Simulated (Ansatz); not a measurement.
Start from `[OH][Zr]([OH])([SH])[Cl]` and change one atom or group to get `[OH][Zr]([OH])([Cl])[Br]`.

Ansatz, PBE0-D4/def2-TZVP geometries, multiplicity 1. Each molecule was computed in one conformer, which needn't be the lowest.

Elements past krypton have def2 core potentials. Scalar relativity is left out up to krypton. Spin–orbit coupling is left out; it splits and shifts lone-pair levels of the heavy atoms by tenths of an eV.

```
                               property  `[OH][Zr]([OH])([SH])[Cl]`
     HOMO energy (PBE0/def2-TZVPP) / eV                       -7.45
HOMO–LUMO gap (ωB97M-V/def2-TZVPP) / eV                       10.08
      LUMO energy (PBE/def2-TZVPP) / eV                       -1.90
  HOMO energy (ωB97M-V/def2-TZVPP) / eV                       -9.59
  HOMO–LUMO gap (B3LYP/def2-TZVPP) / eV                        5.90
   HOMO–LUMO gap (PBE0/def2-TZVPP) / eV                        6.37
```

Problem. What does the change do to each property? (An estimate is asked.)

Solution. Computed: 
```json
{"property": "HOMO energy (PBE0/def2-TZVPP) / eV", "`[OH][Zr]([OH])([Cl])[Br]`": "-8.42", "shift": "-0.97"}
{"property": "HOMO–LUMO gap (ωB97M-V/def2-TZVPP) / eV", "`[OH][Zr]([OH])([Cl])[Br]`": "11.08", "shift": "1.00"}
{"property": "LUMO energy (PBE/def2-TZVPP) / eV", "`[OH][Zr]([OH])([Cl])[Br]`": "-2.17", "shift": "-0.27"}
{"property": "HOMO energy (ωB97M-V/def2-TZVPP) / eV", "`[OH][Zr]([OH])([Cl])[Br]`": "-10.60", "shift": "-1.01"}
{"property": "HOMO–LUMO gap (B3LYP/def2-TZVPP) / eV", "`[OH][Zr]([OH])([Cl])[Br]`": "6.57", "shift": "0.67"}
{"property": "HOMO–LUMO gap (PBE0/def2-TZVPP) / eV", "`[OH][Zr]([OH])([Cl])[Br]`": "7.05", "shift": "0.68"}
```

With PBE0 the HOMO falls by 0.97 eV and the LUMO falls by 0.29 eV, so the gap widens by about 0.68 eV. PBE moves the HOMO by -0.89 eV and ωB97M-V by -1.01 eV.

B3LYP here is the variant with VWN-RPA as its local correlation; programs differ in this.
